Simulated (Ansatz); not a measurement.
A structure relaxed at PBE/def2-SVP in Ansatz, charge 1, doublet:

```tsv
atom	x (Å)	y (Å)	z (Å)
Be1	-0.200	0.049	1.864
Be2	-0.401	-0.587	-2.071
Be3	0.494	-1.791	1.157
Be4	1.620	0.042	0.760
Be5	-1.806	0.908	0.842
Be6	0.222	1.683	0.567
Be7	1.075	0.775	-1.203
Be8	1.081	-1.313	-0.791
Be9	-1.066	-0.914	-0.045
Be10	-1.018	1.146	-1.079
```

**Question.** Give its formula and point group.

**Answer.** Be₁₀⁺. Point group C3v (tolerance 0.1 Å).

**Question.** Summarise the bond lengths by kind (pairs closer than 1.2 times the sum of covalent radii, bridged metal pairs left out).

**Answer.** 21 × Be–Be 2.09 to 2.19 Å.

Another isomer (doublet) lies 0.15 eV lower at PBE0/def2-TZVP; other spin states weren't run for this one.
